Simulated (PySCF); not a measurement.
## Working out the ionisation energy of Fe

Fe [Ar] 3d6 4s2 (5D) → Fe⁺ [Ar] 3d6 4s1 (6D). Calculation: PySCF 2.14, in x2c-TZVPPall with one added diffuse shell each of s, p, d, f type (7s6p5d3f1g, 80 functions); the spin-free X2C one-electron Hamiltonian (Gaussian nucleus). Frozen: [Ne]. Energies in hartree (1 hartree = 27.21139 eV):

| part | Fe (lower) | Fe⁺ (upper) |
| --- | --- | --- |
| UHF | -1271.338010 | -1271.101475 |
| MP2 opposite-spin | -0.341956 | -0.304650 |
| MP2 same-spin | -0.176435 | -0.170339 |

Q: What does Hartree-Fock give?

A: (-1271.101475) − (-1271.338010) = 0.236535 hartree = 6.436 eV.

Q: What do MP2 and SCS-MP2 (6/5 opposite-spin, 1/3 same-spin) give?

A: The opposite-spin parts differ by 1.015 eV and the same-spin parts by 0.166 eV. MP2: 6.436 + (1.015) + (0.166) = 7.617 eV. SCS-MP2: 6.436 + 1.2 × (1.015) + (0.166)/3 = 7.709 eV.

Measured between the centres of the two terms (NIST): 7.904 eV, so MP2 (valence and next inner shell) is off by -0.287 eV.

What remains against the reference includes basis incompleteness, the frozen core and correlation beyond second order.
